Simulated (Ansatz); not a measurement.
`Cl[SiH](Br)Br` → `Cl[Si]Br` + HBr  (silylene formation by 1,1-elimination)

Isolated molecules relaxed with PBE0-D4/def2-TZVP in Ansatz; ΔE leaves out vibrations. CCSD(T)/CBS adds triple-zeta CCSD(T) − MP2 to the extrapolated MP2 energy (def2 sets, frozen cores). DFT in def2-TZVPP. B3LYP here is the variant with VWN-RPA as its local correlation; programs differ in this. For Br outer-core shells are correlated without core-valence functions, which leaves a few kJ/mol of doubt a bond. Scalar relativity is left out up to krypton.

| level | ΔE (kcal/mol) | difference from CCSD(T)/CBS |
| --- | --- | --- |
| ωB97M-V | 53.4 | -2.9 |
| BLYP | 42.5 | -13.8 |
| PBE0 | 54.7 | -1.6 |
| B3LYP | 48.0 | -8.3 |
| CAM-B3LYP | 52.3 | -4.0 |
| CCSD/def2-SVP | 50.0 | -6.3 |
| MP2/def2-TZVPP | 59.2 | 2.9 |
| MP2/def2-QZVPP | 60.7 | 4.4 |
| MP2/CBS(def2) | 61.8 | 5.5 |
| CCSD/CBS(def2) | 56.4 | 0.1 |
| CCSD(T)/CBS | 56.3 | 0 |

Problem. What do rigid-rotor, harmonic-oscillator terms from PBE0-D4/def2-TZVP frequencies (298.15 K, 1 bar) make of the CCSD(T)/CBS value? (Best estimate.)

Solution. Ansatz gave: ΔZPE = -2.9 kcal/mol, ΔH = +54.4 kcal/mol, ΔS = 151 J/(mol·K), ΔG = +43.7 kcal/mol.

Largest T1 diagnostic among the species: 0.011.

The D4 term adds +3.7 kcal/mol with B3LYP and +2.0 kcal/mol with PBE0; it sums over pairs of atoms, weighted by their polarisabilities, and B3LYP, whose exchange is more repulsive, gets the larger term. From BLYP to BHLYP (50 % exact exchange), in def2-TZVPP and without D4, ΔE moves by +11.2 kcal/mol. At CCSD(T), def2-SVP lies −6.6 kcal/mol from the extrapolated value and def2-TZVPP −2.5 kcal/mol.

CCSD(T)/CBS has its own doubt, a few kJ/mol and more with outer-core shells, so smaller differences from it don't rank the levels.
